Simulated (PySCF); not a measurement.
SiBrCl2, SMILES Cl[Si](Cl)Br, multiplicity 2. Atoms are numbered in the order given.

```xyz
4

Si    -0.5150    -0.5780     0.0000
Br     1.6311     0.0710     0.0000
Cl    -1.4671     0.1649     1.6883
Cl    -1.4671     0.1649    -1.6883
```
Charge 0, spin multiplicity 2.

Geometry optimised at B3LYP-D3(BJ)/def2-SVP.

Computed with TDA-B3LYP/def2-SVPD (PySCF).

Vertical excitations. Isolated molecule, no solvent.

```json
[
 {"state": "root 1", "energy (eV)": "3.31", "λ (nm)": "374", "f": "0.000", "main pairs": "β HOMO→LUMO 99 %"},
 {"state": "root 2", "energy (eV)": "3.53", "λ (nm)": "351", "f": "0.006", "main pairs": "β HOMO−1→LUMO 98 %"},
 {"state": "root 3", "energy (eV)": "4.02", "λ (nm)": "308", "f": "0.000", "main pairs": "β HOMO−2→LUMO 98 %"},
 {"state": "root 4", "energy (eV)": "4.39", "λ (nm)": "283", "f": "0.011", "main pairs": "β HOMO−3→LUMO 96 %"},
 {"state": "root 5", "energy (eV)": "4.42", "λ (nm)": "281", "f": "0.007", "main pairs": "α HOMO→LUMO 10 %, β HOMO−4→LUMO 87 %"},
 {"state": "root 6", "energy (eV)": "4.66", "λ (nm)": "266", "f": "0.020", "main pairs": "α HOMO→LUMO 79 %, β HOMO−5→LUMO 9 %, β HOMO−4→LUMO 9 %"},
 {"state": "root 7", "energy (eV)": "5.10", "λ (nm)": "243", "f": "0.031", "main pairs": "α HOMO→LUMO 9 %, β HOMO−5→LUMO 85 %"},
 {"state": "root 8", "energy (eV)": "5.32", "λ (nm)": "233", "f": "0.059", "main pairs": "α HOMO→LUMO+2 96 %"},
 {"state": "root 9", "energy (eV)": "5.35", "λ (nm)": "232", "f": "0.085", "main pairs": "α HOMO→LUMO+1 92 %"},
 {"state": "root 10", "energy (eV)": "5.97", "λ (nm)": "208", "f": "0.022", "main pairs": "β HOMO−6→LUMO 92 %"}
]
```
Unrestricted roots are not spin-pure.
